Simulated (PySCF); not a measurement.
GeOF₂, SMILES [O]=[Ge]([F])[F]. Atoms are numbered in the order given.

```xyz
4

Ge     0.0000     0.0000     0.1133
O      0.0000     0.0000     1.7410
F      0.0000     1.3295    -0.9751
F      0.0000    -1.3295    -0.9751
```

The structure is a stationary point at B3LYP-D3(BJ)/def2-SVP.

Two levels are set side by side: PBE/pcSseg-2 (PySCF) and B3LYP/pcSseg-2 (PySCF). GIAO shifts against CFCl3 (¹⁹F), GeH4 (⁷³Ge), H2O (¹⁷O) at the same level; non-relativistic, no solvent, atoms listed together averaged. Differences are taken from unrounded values.

```
quantity                B3LYP    PBE  PBE minus B3LYP
----------------------  -----  -----  ---------------
δ(⁷³Ge) of Ge1 (ppm)    199.8  200.7              0.9
δ(¹⁷O) of O2 (ppm)      289.3  291.3              2.1
δ(¹⁹F) of F3, F4 (ppm)  -89.0  -93.1             -4.1
```

Rough cost on one machine, each run with all the roots and properties that it gave: B3LYP against PBE within a factor of 2.
